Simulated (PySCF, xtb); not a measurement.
Si(F)(SH)3 (FH3S3Si), SMILES F[Si](S)(S)S. The values are those of a single conformer.

Harmonic wavenumbers (cm⁻¹) from GFN2-xTB (xtb) at its own minimum, in rising order: 64, 70, 75, 126, 127, 162, 203, 204, 395, 560, 562, 704, 729, 730, 792, 2456, 2464, 2466.

Q: What does PySCF 2.14.0 with r2SCAN-D4/def2-SVP give at its own minimum? (The exact figures need the calculation; the answer reports its results.)

A: 102, 102, 180, 180, 187, 258, 258, 291, 416, 579, 579, 706, 751, 751, 895, 2675, 2675, 2675. Paired by order, the mean absolute difference is 76 cm⁻¹ and the zero-point energies are 18.4 and 20.4 kcal/mol.
